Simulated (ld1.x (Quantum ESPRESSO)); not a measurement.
# Ranking TM potentials for potassium (K)

All share these settings but for the change named:

ld1.x (Quantum ESPRESSO) 7.5 input, shortened:

```
&input
   title='K', zed=19., rel=1, dft='PBE', iswitch=3,
   config='[Ar] 3d-2 4s1 4p0 4f-2'
 /
 &inputp
   pseudotype=2, tm=.true., lloc=1,
   nlcc=.false.
 /
4
3S  1  0   2.00   0.00  1.25  1.25  0.0
3D  3  2  -2.00   0.45  1.00  1.00  0.0
4F  4  3  -2.00  -0.05  1.00  1.00  0.0
3P  2  1   6.00   0.00  1.30  1.30  0.0
 &test
   configts(1)='3s2 3p6 4s1 4p0'
 /
```

Occupied shells without a wave of their own: 4s. They enter only through the test configuration that unscreens the potential.

Test errors are all-electron minus pseudo excitation energies from the reference, over 3s2 3p6 4s0 4p0; 3s2 3p6 4s0.5 4p0; 3s2 3p6 4s0 4p1; 3s1 3p6 4s1 4p0; 3s2 3p5 4s1 4p0. None of these files shows a bound ghost.

The base gives 18.4 meV.

Of 8 variants that were run, those that failed, showed a ghost or another fault, or gave nearly equal values are left out.

A variant can come out equal or close to the base, since the largest error may sit in a test that the change hardly touches while other tests move.

Rank these variants by their largest absolute test error, smallest first.
A. wave 3s (bound): rc 1.25 bohr becomes 3s (bound): rc 1.08 bohr
B. wave 3d channel at 0.45 Ry: rc 1.00 bohr becomes 3d channel at 1 Ry: rc 1.00 bohr
C. wave 3p (bound): rc 1.30 bohr becomes 3p (bound): rc 1.52 bohr

A (15.1 meV), B (18.4 meV), C (23.0 meV).
